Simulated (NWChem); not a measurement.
Molecule: BiHF₂; SMILES [F][BiH][F]

```xyz
4

Bi    -0.2368     0.0206     0.0000
H     -0.4168    -1.7865     0.0000
F      1.1149     0.0044    -1.5138
F      1.1149     0.0044     1.5138
```
Atoms are numbered in this order, from 1.

Coordinates come from a PBE0/def2-SVP optimisation. No frequency run checked for a minimum. def2 effective core potentials on Bi; no spin-orbit coupling.

Symmetry labels are those of Cs in the frame above (b1 and b2, or b-type labels, depend on it).

Q: List the 4 lowest vertical singlet excitations from CAM-B3LYP/def2-SVPD with def2 effective core potentials on Bi, TDA (NWChem).

A: 
```tsv
state	energy (eV)	oscillator strength	symmetry	leading excitation (squared amplitude)
S1	5.30	0.016	a"	HOMO → LUMO (0.97)
S2	5.51	0.021	a'	HOMO → LUMO+1 (0.96)
S3	7.39	0.002	a"	HOMO−2 → LUMO+1 (0.49)
S4	7.41	0.128	a'	HOMO−2 → LUMO (0.35)
```
